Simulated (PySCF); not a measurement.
HO3S, SMILES O=[S](=O)O (connectivity only; charge and spin as stated), charge -1, multiplicity 1.

The structure is a stationary point at PBE0-D3(BJ)/def2-SVPD. The spin state was assumed, not searched. The isomer is the one that the SMILES or the coordinates give; other isomers of the formula were not compared. Other conformers were not sampled.

The numbers are results of PBE0-D3(BJ)/def2-SVPD (PySCF), not measurements.

Frequencies are harmonic and unscaled.

| mode | ν (cm⁻¹) | IR (km/mol) | Raman (Å⁴/amu) | depolarisation | moving atoms (share of kinetic energy) |
|---|---|---|---|---|---|
| 1 | 218 | 53.1 | 1.8 | 0.75 | H 86 %, O 13 % |
| 2 | 362 | 11.0 | 2.0 | 0.71 | O 85 %, S 11 % |
| 3 | 398 | 3.4 | 6.7 | 0.47 | O 85 %, H 12 % |
| 4 | 524 | 45.8 | 6.6 | 0.22 | O 70 %, S 26 % |
| 5 | 606 | 263.9 | 6.6 | 0.72 | S 51 %, O 47 % |
| 6 | 1007 | 69.1 | 9.2 | 0.54 | O 54 %, H 34 %, S 12 % |
| 7 | 1098 | 152.8 | 14.0 | 0.32 | O 42 %, H 37 %, S 21 % |
| 8 | 1147 | 324.4 | 11.4 | 0.74 | O 48 %, S 38 %, H 14 % |
| 9 | 3806 | 24.2 | 106.3 | 0.13 | H 94 % |
